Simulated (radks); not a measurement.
Values are calculated unless marked as measured or tabulated.
Numerical settings for the molybdenum ion Mo+, [Kr] 4d5. Code: a radial shooting solver on a logarithmic mesh with Libxc functionals. Model: scalar-relativistic Kohn-Sham, SCAN, spin-unpolarised, spherical densities, finite nucleus; meta-GGA in the generalised Kohn-Sham scheme; Fermi nuclear charge, rms radius 4.4091 fm. The defaults (mesh step 0.008 in ln r, mesh end at 40 bohr or more with all orbitals vanishing there, Anderson mixing 0.5 over 9 steps, residual threshold near 1e-9 with the energy settled to 1e-9 hartree or 1e-11 of itself, here a cap of 88 iterations) give E = -4049.203 hartree and 4d at -10.291 eV in 14 iterations. Run on one thread of a shared host, so times are rough (Intel(R) Xeon(R) Platinum 8488C): 0.17 s of CPU time, 0.17 s wall, 14 iterations on 2259 mesh points. Changes against that run (0 stands for a change within the tolerance of the run):

setting                     iterations  converged  E (mhartree)  e(4d) (meV)  CPU (s)
mesh step in ln r 0.05              11        yes         -29.6        -13.4     0.04
mesh step in ln r 0.12               2         no      diverged            -     0.01
mesh step in ln r 0.08               4         no      diverged            -     0.02
mesh end (bohr) 20                  14        yes        -0.149            0     0.17
mesh end (bohr) 400                 14        yes       +0.0428            0     0.17
residual threshold 1e-16            88         no             0            0     0.56
residual threshold 0.001            11        yes             0      -0.0525     0.15
mixing 1.5                          15        yes             0     +0.00291     0.18
linear mixing, mixing 0.05          88         no         +2.46        -52.4     0.91
linear mixing, mixing 0.2           66        yes             0            0     0.58
mixing history 2                    17        yes             0            0     0.16
iteration cap 5                      5         no        -0.294        +87.9     0.06

Settings that end as converged yet miss the energy by more than 1 mhartree: mesh step in ln r 0.05 (-0.0296 hartree). A mesh that ends early acts as a hard wall.
